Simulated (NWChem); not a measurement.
System meant: SiI₂F₂; SMILES I[Si](F)(I)F

NWChem input:

```
start job
memory heap 200 mb stack 900 mb global 1100 mb
geometry units angstroms noautoz
  F      0.000000     1.287092    -1.847810
  Si     0.000000     0.000000    -0.888388
  F      0.000000    -1.287092    -1.847810
  I      2.016001     0.000000     0.423850
  I     -2.016001     0.000000     0.423850
end
basis spherical
  * library def2-svp
end
dft
  xc b3lyp
  iterations 150
  mulliken
end
task dft energy
```

End of the output:

```
             Grid Information
             ----------------
          Grid used for XC integration:  medium
          Radial quadrature: Mura-Knowles
          Angular quadrature: Lebedev.
          Tag              B.-S. Rad. Rad. Pts. Rad. Cut. Ang. Pts.
          ---              ---------- --------- --------- ---------
          F                   0.50       49          10.0       434
          Si                  1.10       88           8.0       590
          I                   1.40      123          11.0       590
          Grid pruning is: on
          Number of quadrature shells:   260
          Spatial weights used:  Erf1

          Convergence Information
          -----------------------
          Convergence aids based upon iterative change in
          total energy or number of iterations.
          Levelshifting, if invoked, occurs when the
          HOMO/LUMO gap drops below (HL_TOL):  1.00D-02
          DIIS, if invoked, will attempt to extrapolate
          using up to (NFOCK): 10 stored Fock matrices.

                    Damping( 0%)  Levelshifting(0.5)       DIIS
                  --------------- ------------------- ---------------
          dE  on:    start            ASAP                start
          dE off:    2 iters        150 iters           150 iters

      Screening Tolerance Information
      -------------------------------
          Density screening/tol_rho:  1.00D-10
          AO Gaussian exp screening on grid/accAOfunc:  14
          CD Gaussian exp screening on grid/accCDfunc:  20
          XC Gaussian exp screening on grid/accXCfunc:  20
          Schwarz screening/accCoul:  1.00D-08

      Superposition of Atomic Density Guess
      -------------------------------------

      charge =      53.0 I (Iodine)

      symmetry species            s     p     d     f
      number of basis functions =10     7     6
      number of cont. functions = 4     4     2
      number of closed shells   = 5     3     2
      number of open shells     = 0     1     0
      open shell occupation     = 0     5     0
 ------------------------------------------------------------------------
 atomscf:atomd: error in atom scf                   0
 ------------------------------------------------------------------------
 ------------------------------------------------------------------------
  current input line :
    18: task dft energy
 ------------------------------------------------------------------------
 ------------------------------------------------------------------------
 This error has not yet been assigned to a category
 ------------------------------------------------------------------------
 For more information see the NWChem manual at https://nwchemgit.github.io

0:atomscf:atomd: error in atom scf:Received an Error in Communication
```

Question: What is wrong, and how is it mended?

Answer: The program stopped with an error. Cause: the def2 basis of a heavy element holds valence functions alone and wants its effective core potential (without it all electrons must fit into that basis). This input runs:
```
start job
memory heap 200 mb stack 900 mb global 1100 mb
geometry units angstroms noautoz
  F      0.000000     1.287092    -1.847810
  Si     0.000000     0.000000    -0.888388
  F      0.000000    -1.287092    -1.847810
  I      2.016001     0.000000     0.423850
  I     -2.016001     0.000000     0.423850
end
basis spherical
  * library def2-svp
end
ecp
  I library def2-ecp
end
dft
  xc b3lyp
  iterations 150
  mulliken
end
task dft energy
```
It converges to -1084.72625 Ha (B3LYP/def2-SVP with def2 effective core potentials on I).
